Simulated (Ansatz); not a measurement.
AlH₂SCl₃⁺, that is Al(H2S)Cl3 with one electron fewer. Total charge 1; doublet. Geometry PBE0-D4/def2-SVP; atoms count from 1.

```xyz
7

Al    0.127    0.868    0.113
S     0.311   -1.314   -0.846
H    -0.194   -2.069    0.163
H    -0.831   -1.314   -1.581
Cl    1.810    0.978    1.497
Cl   -0.861    0.684    2.049
Cl   -0.362    2.167   -1.395
```

In the charge 1 doublet, Cl5 and Cl6 lie 2.74 Å apart (atoms count from 1), so these atoms are partly bonded to each other.

(1) Estimate the Mulliken populations from the PBE0/def2-TZVP orbitals of Ansatz.

(2) Where does the spin sit?

(3) And the Mayer bond orders between bonded heavy atoms (over 0.3)?

Answers

(1) 
```csv
atom,charge (e),spin (α − β)
Al1,0.46,-0.04
S2,-0.05,0.00
H3,0.26,0.00
H4,0.26,0.00
Cl5,0.08,0.52
Cl6,0.07,0.52
Cl7,-0.08,0.00
```
Mulliken values and Mayer orders depend strongly on the basis.

(2) Summed by element: Al -0.04, S 0.00, H 0.00, Cl 1.04, of 1 unpaired in all. Largest on single atoms: Cl5 0.52, Cl6 0.52, Al1 -0.04.

(3) Al1–S2 0.71 (2.39 Å); Al1–Cl5 0.92 (2.18 Å); Al1–Cl6 0.92 (2.18 Å); Al1–Cl7 1.41 (2.05 Å). Values over 0.3 also appear between atoms too far apart for a bond (Cl5–Cl6 0.43 at 2.74 Å); they arise where an orbital or an unpaired electron spreads over both atoms.
